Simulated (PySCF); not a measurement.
Two species compared at the same levels of theory.

First species: C₄H₉NSSi₃.
SMILES: `N#CC#C[SiH2][C@@H]([SiH3])S[SiH3]`

Second species: C7H11NOSi.
InChI=1S/C7H11NOSi/c1-6-4-9-7(2-3-8)5-10-6/h7H,1-2,4-5,10H2/t7-/m0/s1

Levels: PBE0/pcSseg-1 for HOMO energy, LUMO energy and HOMO–LUMO gap. Geometries: GFN2-xTB. Each structure is a single optimised conformer of the isolated species, non-relativistic unless stated. Electronic properties by PySCF.

The conformers computed, where there is a choice (atom-mapped SMILES and torsion angles):
- `[N:1]#[C:2][C:3]#[C:4][SiH2:5][C@@H:6]([SiH3:7])[S:8][SiH3:9]`: C4–Si5–C6–Si7 62°, Si5–C6–S8–Si9 104°

The conformers of `C=C1CO[C@@H](CC#N)C[SiH2]1` aren't listed.

Values for the first species:

* HOMO energy: -7.16 eV
* LUMO energy: -1.93 eV
* HOMO–LUMO gap: 5.23 eV

(1) Estimate the same properties for the second species, and the change in each.

Results:

(1) 
| property | first | second | second less first |
| --- | --- | --- | --- |
| HOMO energy | -7.16 eV | -7.81 eV | -0.65 eV |
| LUMO energy | -1.93 eV | -0.56 eV | +1.37 eV |
| HOMO–LUMO gap | 5.23 eV | 7.25 eV | +2.02 eV |

